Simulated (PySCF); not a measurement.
H₁₀N₂Si₃, SMILES N[SiH2][SiH2][SiH2]N, GFN2-xTB optimised geometry.

```
15

Si    -2.52    -0.08     0.00
N     -3.29    -0.81     1.37
Si    -0.20    -0.08     0.00
Si     0.88     0.94    -1.78
N      2.61     0.93    -1.75
H     -3.07     1.28     0.00
H     -3.07    -0.83    -1.13
H     -3.19    -1.80     1.49
H     -3.19    -0.36     2.26
H      0.30    -1.47     0.15
H      0.29     0.51     1.27
H      0.56     2.37    -1.88
H      0.57     0.29    -3.06
H      3.08     0.04    -1.85
H      3.07     1.47    -1.04
```

Density from PySCF with PBE0/def2-TZVP at that geometry.

Minimum of the electron density along straight lines between bonded atoms, close to the bond critical point (lines longer than 1.1 times the sum of covalent radii, or with two minima, are not listed):

| bond | length / Å | ρ at the minimum / e bohr⁻³ | ∇²ρ there / e bohr⁻⁵ | position (fraction from the first atom) |
|---|---|---|---|---|
| Si1–N2 | 1.731 | 0.130 | 0.56 | 0.40 |
| Si1–Si3 | 2.318 | 0.097 | -0.17 | 0.48 |
| Si3–Si4 | 2.318 | 0.097 | -0.17 | 0.52 |
| Si4–N5 | 1.731 | 0.130 | 0.56 | 0.40 |
| Si1–H6 | 1.467 | 0.124 | 0.19 | 0.49 |
| Si1–H7 | 1.467 | 0.124 | 0.19 | 0.49 |
| N2–H8 | 1.008 | 0.338 | -1.65 | 0.74 |
| N2–H9 | 1.008 | 0.338 | -1.65 | 0.74 |
| Si3–H10 | 1.482 | 0.117 | 0.19 | 0.49 |
| Si3–H11 | 1.482 | 0.117 | 0.19 | 0.49 |
| Si4–H12 | 1.467 | 0.124 | 0.19 | 0.49 |
| Si4–H13 | 1.467 | 0.124 | 0.19 | 0.49 |
| N5–H14 | 1.008 | 0.338 | -1.65 | 0.74 |
| N5–H15 | 1.008 | 0.338 | -1.65 | 0.74 |
